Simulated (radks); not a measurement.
Values are calculated unless marked as measured or tabulated.
All-electron atom: Ca12+ in [He] 2s2 2p4. Level of theory: scalar-relativistic Kohn-Sham, BLYP, spin-polarised, spherical densities, finite nucleus; open shells are filled with parallel spins first; Fermi nuclear charge, rms radius 3.4776 fm (a radial shooting solver on a logarithmic mesh with Libxc functionals).

Unscreened Slater integrals over Kohn-Sham orbitals (hartree). They are taken over the spin-up orbitals. Empty in this configuration: 3s.

integral,value
"F0(2p,2p)",3.0047
"F2(2p,2p)",1.4231
"F0(2p,2s)",2.7712
"G1(2p,2s)",1.6009
"F0(2p,1s)",4.1110
"G1(2p,1s)",0.69507
"F0(2p,3s)",1.3387
"G1(2p,3s)",0.13396
"F0(2s,2s)",2.6205
"F0(2s,1s)",3.6784
"G0(2s,1s)",0.33987
"F0(2s,3s)",1.3130
"G0(2s,3s)",0.10604
"F0(1s,1s)",12.262
"F0(1s,3s)",1.5166
"G0(1s,3s)",0.068808
"F0(3s,3s)",1.0231

Derived for the open shells (J is the average intra-shell exchange parameter used in DFT+U). 2p: J = F2/5 = 0.2846 hartree; in LS coupling 1D lies 6 F2/25 = 0.3415 hartree above 3P.
